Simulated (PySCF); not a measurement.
# CsBr: calculation against experiment

**What was measured.**

From Liu, Meijer, Perez-Rios, Phys. Chem. Chem. Phys. 22 (2020) 24191, for the gas: dipole moment 10.82 D.

The runs below try to reproduce these values; the comparison stands at the end.

Species: CsBr.
Numbering: `[Br:1][Cs:2]`

Structure used (PBE0-D3(BJ)/def2-SVP), in Å, numbered top down from 1:
```xyz
2
CsBr angstrom
Br     1.576   -0.058    0.016
Cs    -1.556    0.028   -0.028
```

The PySCF runs (gas phase, on this PBE0-D3(BJ)/def2-SVP geometry; no spin–orbit coupling):

```json
{"level": "PBE0-D3(BJ)/def2-SVP, grid level 1", "job": "geometry optimisation from a GFN2-xTB start shaken at random", "basis functions": "56", "wall time": "5.3 s"}
```

Hardware: Intel Xeon Platinum 8488C, one thread (shared host).

Atoms past Kr carry def2 core potentials in the def2 sets.

## Comparison

**Dipole moment.** Measured: 10.82 D (Liu, Meijer, Perez-Rios, Phys. Chem. Chem. Phys. 22 (2020) 24191).

```csv
level,computed (D),computed − measured (D),% (from the printed values)
PBE0-D3(BJ)/def2-SVP,10.84,+0.02,0
```

The computed dipoles belong to one fixed geometry; measured ones are averaged over vibrations unless marked μe. Magnitudes are compared, not signs.

No measured geometry was used, and the causes of the misses weren't examined.
